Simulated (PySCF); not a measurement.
Excitation energy of Zr by level of theory

Zr [Kr] 4d2 5s2 (3F) → Zr [Kr] 4d2 5s1 5p1 (high-spin determinant), as a difference of total energies. Calculation: PySCF 2.14, in ANO-RCC-VTZP (7s6p4d2f1g, 68 functions); the spin-free X2C one-electron Hamiltonian (Gaussian nucleus). Correlated levels: valence: [Kr] frozen; valence and next inner shell: [Ar] 3d10 frozen. The calculations carry no spin-orbit coupling.

```tsv
method	excitation energy (eV)
UHF	0.888
LDA	2.173
PBE	1.950
PBE0	1.797
r2SCAN	1.614
PW91	1.955
TPSSh	1.833
SCS-MP2 (valence)	1.901
MP2 (valence and next inner shell)	1.912
SCS-MP2 (valence and next inner shell)	2.076
```

**Question.** Estimate what revPBE gives.

**Answer.** 1.875 eV, closest to SCS-MP2 (valence) among the rows shown.

**Question.** Estimate what MP2 (valence) gives.

**Answer.** 1.644 eV, closest to r2SCAN among the rows shown.

A first-order spin-orbit estimate (lowest level to lowest level, LS coupling) adds -0.044 eV.

The basis was made for the ground configuration and has no added diffuse functions, so the excitation energy can come out too high.

The determinant of the upper state mixes LS terms, which raises its energy above the lowest term, most at the Hartree-Fock and MP2 levels.
